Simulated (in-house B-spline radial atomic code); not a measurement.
Configurations of Ti3+, with energies counted from [Ar] (3d3/2)1. Method: Dirac-Hartree-Fock, average of each configuration as written, Fermi nucleus of rms radius 3.5921 fm. Calculated with a radial B-spline atomic code at the basis-set limit. Energies include first-order Breit, QED and recoil terms.

Occupations are held fixed; configurations that lie above the ionisation limit could autoionise.

```csv
configuration,E - E(ref) (eV),highest orbital,its <r> (bohr)
[Ar] (4d3/2)1,23.859,4d3/2,3.757
[Ar] (4f7/2)1,28.497,4f7/2,4.401
[Ne] 3s2 (3p1/2)1 (3p3/2)4 (3d3/2)2,39.281,3d3/2,1.25
[Ne] 3s2 (3p1/2)1 (3p3/2)4 (3d3/2)1 (5f5/2)1,72.101,5f5/2,7.683
[Ne] 3s2 (3p1/2)2 (3p3/2)3 (3d5/2)1 (7p1/2)1,73.375,7p1/2,12.85
[Ne] 3s2 (3p1/2)2 (3p3/2)3 (3d5/2)1 (7d3/2)1,74.425,7d3/2,14.96
[Ne] 3s2 (3p1/2)2 (3p3/2)3 (3d5/2)1 (7g9/2)1,75.188,7g9/2,15.86
```

Order these further configurations by energy, lowest first.
A. [Ar] (5f7/2)1
B. [Ar] (7d3/2)1
C. [Ne] 3s2 (3p1/2)1 (3p3/2)4 (3d5/2)1 5s1
D. [Ar] 5s1
E. [Ar] (6p1/2)1

D (25.576 eV), E (33.156 eV), A (33.427 eV), B (37.037 eV), C (62.614 eV).

How far above the reference does [Ne] 3s2 (3p1/2)1 (3p3/2)4 (3d3/2)1 (6f5/2)1 lie?

74.806 eV; its least bound orbital is 6f5/2 with <r> = 11.76 bohr.

How far above the reference does [Ar] (6g9/2)1 lie?

36.188 eV; its least bound orbital is 6g9/2 with <r> = 10.99 bohr.

How far above the reference does [Ar] (3d5/2)1 lie?

0.044123 eV; its least bound orbital is 3d5/2 with <r> = 1.254 bohr.
